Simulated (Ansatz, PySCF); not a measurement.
Pulling on the Si2–H4 bond in Cl2H2Si (SMILES Cl[SiH2]Cl) (multiplicity 1 held, fragments rigid). Energies count from the point at 1.470 Å.
Geometry at that point (charge 0, multiplicity 1):
```xyz
5

Cl    -1.67607     0.43374    -0.00367
Si    -0.01147    -0.76596     0.02371
Cl     1.68829     0.38282    -0.02160
H     -0.01655    -1.54121     1.27269
H     -0.03073    -1.61676    -1.17494
```

U- levels take the lowest unrestricted solution at each point, which mixes spins at long bonds. Active spaces are followed from a long bond inwards. Levels need not reach the same state.

Cores are frozen in the correlated methods. Rows in 3-21G, 6-31G* carry no dispersion term and start afresh at each structure (6-31G* with six Cartesian d functions). MP2/6-31G* freezes PySCF's default core.

The values were computed with Ansatz (an electronic-structure program); PySCF for 3-21G rows, 6-31G* rows. Values without a source in brackets are computed.

Other levels give for the energy at R = 4.704 Å: U-PBE/cc-pV(T+d)Z 3.858; U-B3LYP/cc-pV(T+d)Z 4.050; U-wB97X-V/cc-pV(T+d)Z 4.175; FIC-MRCISD+Q on CASSCF(2,2)/cc-pV(T+d)Z 4.147 eV.

Task: What do these common cheap choices give for the same quantity: R-HF/3-21G, R-HF/6-31G*, U-HF/6-31G*, U-B3LYP/6-31G*, R-MP2/6-31G*?

Result: R-HF/3-21G 7.806; R-HF/6-31G* 7.937; U-HF/6-31G* 3.333; U-B3LYP/6-31G* 4.036; R-MP2/6-31G* 4.969 eV. They span 3.333 to 7.937 eV.

Doubts at one or more of the structures used: a restricted determinant that unrestricted orbitals would lower (R-HF/3-21G, R-HF/6-31G*, R-MP2/6-31G*); a spin-contaminated determinant (U-HF/6-31G*, U-B3LYP/6-31G*, U-PBE/cc-pV(T+d)Z, U-B3LYP/cc-pV(T+d)Z, U-wB97X-V/cc-pV(T+d)Z).
